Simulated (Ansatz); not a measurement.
Mulliken charges of C2H2OSe, SMILES `OC#C[SeH]` from r2SCAN/def2-TZVPP in Ansatz (PBE0-D4/def2-TZVP geometry).

```tsv
atom	x (Å)	y (Å)	z (Å)	charge (e)
O1	1.908	-0.722	0.407	-0.284
C2	0.686	-0.394	0.114	0.242
C3	-0.471	-0.117	-0.072	-0.336
Se4	-2.225	0.134	-0.481	0.081
H5	2.518	-0.375	-0.256	0.249
H6	-2.374	1.410	0.241	0.049
```

Q: By hand: the dipole of these point charges (1 e Å = 4.8032 D).

A: Σ q r = (0.113, 0.136, -0.155) e Å, of length 0.235 e Å = 1.13 D.

Q: How does the dipole of the full density compare? (An estimate is asked.)

A: Ansatz gave: (0.325, 0.188, -0.158) e Å, 1.96 D; the point charges give 0.58 times that, at 25° from its direction.

Point charges leave out the atoms' own dipoles, such as those of lone pairs, and Mulliken's split depends on the basis, so the two needn't agree.
